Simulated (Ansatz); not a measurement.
`[BH2][GaH][SiH2]C`, charge 0, multiplicity 1.

**Question.** Give a relaxed structure at PBE0-D4/def2-TZVP (the Gaussian-basis code of Ansatz). (Best estimate.)

**Answer.** Ansatz gave: 
Cartesian coordinates in Å:
```
B -0.898 1.483 2.594
Ga 0.173 0.206 1.384
Si -0.066 0.163 -1.028
C 0.613 -1.390 -1.843
H -0.520 2.592 2.846
H -1.960 1.175 3.058
H 1.233 -0.797 1.991
H -1.496 0.344 -1.418
H 0.659 1.358 -1.560
H 0.517 -1.335 -2.929
H 1.669 -1.522 -1.597
H 0.076 -2.276 -1.498
```
This is one stationary point; other conformers may exist.
